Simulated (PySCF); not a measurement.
Energy profile

The step: GeH₄ + CH₄ → CH₆Ge ([CH3][GeH3]) + H₂; bonds formed: Ge1–C7, H2–H6; bonds broken: Ge1–H2, H6–C7 (atoms numbered as in the saddle structure below).

```xyz
10
angstrom
Ge -0.7142 0.4039 -0.7294
H 0.7948 1.4838 -0.4688
H -0.2870 0.3277 -2.2038
H -1.5431 1.5971 -0.2305
H -1.6397 -0.8586 -0.5100
H 0.7712 0.5178 0.1542
C 0.5784 -0.6778 0.8219
H 0.6774 -1.6184 0.2812
H -0.1813 -0.7466 1.6002
H 1.5436 -0.4289 1.2848
```

Electronic energies by CCSD(T) at an estimated basis limit (MP2 extrapolated from triple and quadruple zeta, plus CCSD(T) − MP2 in triple zeta), on PBE0-D4/def2-TZVP structures; CH$_{8}$Ge, singlet; no counterpoise correction. Program: PySCF 2.14 with density fitting (its default auxiliary sets; JK sets also for MP2 and CCSD(T)). Basis: def2-TZVPP and def2-QZVPP. Cores are frozen in the correlated methods. Filled d shells of the heavier atoms are correlated. The def2 sets are not built for correlating such inner shells, so the correlated values are less sure here. Extrapolation: Hartree–Fock as exp(−7.88 √X), correlation as X^−2.97.

(1) Give the profile in eV, counted from the separated reactants. (To be estimated.)

No T1 diagnostic of these runs exceeds 0.012. The start structure is not quite a true minimum (one mode of 30i cm⁻¹). The end structure is not quite a true minimum (one mode of 28i cm⁻¹).

Answers

(1) Computed:
```json
{"point": "separated: GeH$_{4}$ (Ge1, H2, H3, H4, H5; singlet) + CH$_{4}$ (H6, C7, H8, H9, H10; singlet)", "eV": "0.000"}
{"point": "start structure", "eV": "-0.030"}
{"point": "saddle", "eV": "3.938"}
{"point": "end structure", "eV": "0.365"}
{"point": "separated: CH$_{6}$Ge (linked as [CH3][GeH3]; Ge1, H3, H4, H5, C7, H8, H9, H10; singlet) + H$_{2}$ (H2, H6; singlet)", "eV": "0.387"}
```

For scale, one of the runs: CCSD(T)/def2-TZVPP, 191 basis functions, launched by `OMP_NUM_THREADS=4 python run.py`. Hardware: 4 CPU threads of a Oxide Virtual Turin-like, shared host. Wall time 3.6 min; peak host memory 2.3 GiB.
